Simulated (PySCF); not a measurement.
CH5Cl2GeP.
Bonds: C1–Ge2, Ge2–P3, Ge2–Cl4, Ge2–Cl5. Hydrogens: H6, H7, H8 on C1; H9, H10 on P3.

Theory: PBE0-D3(BJ)/def2-SVP geometry optimisation, gas phase (PySCF 2.14.0).

(1) List the bond lengths and angles at this level.

Answers

(1) 
```csv
bond,length (pm),order
C1–Ge2,193.4,single
Ge2–P3,231.0,single
"Ge2–Cl4, Ge2–Cl5",216.5,single
"C1–H6, C1–H7, C1–H8",109.9,single
"P3–H9, P3–H10",142.8,single
```

Bonds in one row agree within 1 pm and their mean is given. Orders are formal, as drawn. A selection of angles:
```csv
angle,degrees
Ge2–C1–H6,110.0
H6–C1–H7,109.7
C1–Ge2–P3,116.3
C1–Ge2–Cl4,108.4
P3–Ge2–Cl4,111.2
P3–Ge2–Cl5,105.9
Cl4–Ge2–Cl5,106.4
Ge2–P3–H9,92.4
H9–P3–H10,93.4
```

Ge2 (germanium bonded to C, 2 Cl and P) is distorted tetrahedral (angles from 105.9° to 116.3°). P3 (three-coordinate phosphorus) is pyramidal (angles 93.4°, 92.4° and 91.7°, sum 277.5°, 0.88 Å off the plane of its three neighbours).

No frequency check. The numbers are those of one conformer (C1–Ge2–P3–H -81° and -175°).
